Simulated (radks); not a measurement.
Problem. Species: the chlorine ion Cl+. Configuration: [Ne] 3s2 3p4 (the NIST ground configuration). Method: Dirac Kohn-Sham, relativistic LDA (MacDonald-Vosko exchange, VWN5 correlation), spin-unpolarised, spherical densities, finite nucleus; open shells fill j = l - 1/2 first; Fermi nuclear charge, rms radius 3.3654 fm; computed with a radial shooting solver on a logarithmic mesh with Libxc functionals. Some entries of the table are withheld. Estimate them.

orbital  occ.  eigenvalue (Ry)  r(max) (bohr)
1s1/2       2        -202.1102        0.05969
2s1/2       2        -19.41448         0.3631
2p1/2       2              (1)         0.3002
2p3/2       4              (2)         0.3020
3s1/2       2         -2.35362          1.265
3p1/2       2         -1.44025            (3)
3p3/2       2         -1.42954            (4)

Solution. 
(1) 2p1/2 eigenvalue (Ry): -15.09888
(2) 2p3/2 eigenvalue (Ry): -14.97460
(3) 3p1/2 r(max) (bohr): 1.381
(4) 3p3/2 r(max) (bohr): 1.388
